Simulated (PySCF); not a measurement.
CS₂, charge +1, doublet, geometry from GFN2-xTB (a state made from the parent by changing its charge; the spin is typed, not shown lowest), with bond 3-2 at 1.3 times its length; HF/def2-SV(P) (PySCF).

The PySCF input:
```python
from pyscf import gto, scf

mol = gto.Mole()
mol.atom = '''
    S    -0.000000   -0.000000   -1.559634
    C     0.000000    0.000000    0.000000
    S     0.000000    0.000000    2.027524
'''
mol.basis = 'def2-sv(p)'
mol.charge = 1
mol.spin = 1
mol.verbose = 4
mol.build()

mf = scf.UHF(mol)
mf.level_shift = 0.5
mf.max_cycle = 100
mf.kernel()
mf.analyze()
```

It wrote (shortened):

```
PySCF version 2.14.0

[INPUT] verbose = 4
[INPUT] num. atoms = 3
[INPUT] num. electrons = 37
[INPUT] charge = 1
[INPUT] spin (= nelec alpha-beta = 2S) = 1
[INPUT] symmetry False subgroup None
[INPUT] Mole.unit = angstrom
[INPUT] Symbol           X                Y                Z      unit          X                Y                Z       unit  Magmom
[...]
nuclear repulsion = 95.3931790806805
number of shells = 22
number of NR pGTOs = 96
number of NR cGTOs = 50
basis = def2-sv(p)
ecp = {}

******** <class 'pyscf.scf.uhf.UHF'> ********
method = UHF
initial guess = minao
damping factor = 0
level_shift factor = 0.5
DIIS = <class 'pyscf.scf.diis.CDIIS'>
diis_start_cycle = 1
diis_space = 8
diis_damp = 0
SCF conv_tol = 1e-09
SCF conv_tol_grad = None
SCF max_cycles = 100
direct_scf = True
direct_scf_tol = 1e-13
number electrons alpha = 19  beta = 18
Set gradient conv threshold to 3.16228e-05
init E= -832.440554406196

cycle= 1 E= -831.889954175203  delta_E= 0.551  |g|= 0.656  |ddm|= 1.45
cycle= 2 E= -832.194933729388  delta_E= -0.305  |g|= 0.225  |ddm|= 0.771
cycle= 3 E= -832.224290077509  delta_E= -0.0294  |g|= 0.0985  |ddm|= 0.235
cycle= 4 E= -832.234438183829  delta_E= -0.0101  |g|= 0.051  |ddm|= 0.133
cycle= 5 E= -832.23879371354  delta_E= -0.00436  |g|= 0.0287  |ddm|= 0.0858
cycle= 6 E= -832.240747819719  delta_E= -0.00195  |g|= 0.0183  |ddm|= 0.0576
cycle= 7 E= -832.241741608235  delta_E= -0.000994  |g|= 0.0131  |ddm|= 0.0412
cycle= 8 E= -832.242343696893  delta_E= -0.000602  |g|= 0.0112  |ddm|= 0.03
cycle= 9 E= -832.242804211459  delta_E= -0.000461  |g|= 0.0108  |ddm|= 0.024
cycle= 10 E= -832.243061191141  delta_E= -0.000257  |g|= 0.0108  |ddm|= 0.0137
cycle= 11 E= -832.243176618537  delta_E= -0.000115  |g|= 0.0109  |ddm|= 0.00645
cycle= 12 E= -832.243213484393  delta_E= -3.69e-05  |g|= 0.0109  |ddm|= 0.00249
cycle= 13 E= -832.243139171673  delta_E= 7.43e-05  |g|= 0.011  |ddm|= 0.00475
cycle= 14 E= -832.242996168711  delta_E= 0.000143  |g|= 0.011  |ddm|= 0.00823
cycle= 15 E= -832.24266240205  delta_E= 0.000334  |g|= 0.011  |ddm|= 0.0188
cycle= 16 E= -832.24199502267  delta_E= 0.000667  |g|= 0.0111  |ddm|= 0.0396
cycle= 17 E= -832.241530022603  delta_E= 0.000465  |g|= 0.0105  |ddm|= 0.0313
cycle= 18 E= -832.240802144996  delta_E= 0.000728  |g|= 0.0104  |ddm|= 0.0543
cycle= 19 E= -832.240530697646  delta_E= 0.000271  |g|= 0.00868  |ddm|= 0.0278
cycle= 20 E= -832.239727767306  delta_E= 0.000803  |g|= 0.0103  |ddm|= 0.0852
[...]
converged SCF energy = -832.239525807104  <S^2> = 0.81163957  2S+1 = 2.0607179
Total Energy =                        -832.239525807104428
[...]
 ** Mulliken Spin Density (per AO)  **
spin_pop of  0 S 1s        0.00000
spin_pop of  0 S 2s       -0.00000
spin_pop of  0 S 3s       -0.00753
spin_pop of  0 S 4s       -0.00005
spin_pop of  0 S 2px      -0.00001
spin_pop of  0 S 2py      -0.00000
spin_pop of  0 S 2pz      -0.00000
spin_pop of  0 S 3px      -0.15563
spin_pop of  0 S 3py      -0.08121
spin_pop of  0 S 3pz      -0.00768
spin_pop of  0 S 4px      -0.00033
spin_pop of  0 S 4py      -0.00018
spin_pop of  0 S 4pz      -0.00053
spin_pop of  0 S 3dxy     -0.00001
spin_pop of  0 S 3dyz      0.00132
spin_pop of  0 S 3dz^2    -0.00061
spin_pop of  0 S 3dxz      0.00240
spin_pop of  0 S 3dx2-y2   -0.00000
spin_pop of  1 C 1s       -0.00000
spin_pop of  1 C 2s        0.01752
spin_pop of  1 C 3s       -0.00001
spin_pop of  1 C 2px       0.14830
spin_pop of  1 C 2py       0.09268
spin_pop of  1 C 2pz       0.00260
spin_pop of  1 C 3px      -0.00010
spin_pop of  1 C 3py      -0.00003
spin_pop of  1 C 3pz      -0.00004
spin_pop of  1 C 3dxy     -0.00001
spin_pop of  1 C 3dyz      0.00047
spin_pop of  1 C 3dz^2    -0.00062
spin_pop of  1 C 3dxz      0.00056
spin_pop of  1 C 3dx2-y2   -0.00000
spin_pop of  2 S 1s       -0.00000
spin_pop of  2 S 2s        0.00000
spin_pop of  2 S 3s        0.01788
spin_pop of  2 S 4s       -0.00007
spin_pop of  2 S 2px       0.00002
spin_pop of  2 S 2py       0.00004
spin_pop of  2 S 2pz      -0.00000
spin_pop of  2 S 3px       0.29119
spin_pop of  2 S 3py       0.69755
spin_pop of  2 S 3pz      -0.02282
spin_pop of  2 S 4px       0.00077
spin_pop of  2 S 4py       0.00134
spin_pop of  2 S 4pz       0.00025
spin_pop of  2 S 3dxy     -0.00009
spin_pop of  2 S 3dyz      0.00051
spin_pop of  2 S 3dz^2     0.00184
spin_pop of  2 S 3dxz      0.00034
spin_pop of  2 S 3dx2-y2   -0.00002
 ** Mulliken Spin Density (per atom)  **
spin density of  0 S =     -0.25006
spin density of  1 C =      0.26134
spin density of  2 S =      0.98872
 ** Mulliken pop alpha/beta on meta-lowdin orthogonal AOs **
 ** Mulliken pop       alpha | beta **
In total            19.00000 | 18.00000
 ** Mulliken atomic charges   ( Nelec_alpha | Nelec_beta ) **
charge of  0S =      0.53511  (     7.60742      7.85747 )
charge of  1C =      0.03977  (     3.11079      2.84945 )
charge of  2S =      0.42512  (     8.28180      7.29308 )

WARN: System has nonzero charge 1; the dipole moment is origin-dependent.
Location of origin: [0. 0. 0.]

Dipole moment(X, Y, Z, Debye): -0.00000,  0.00000,  0.44345
```
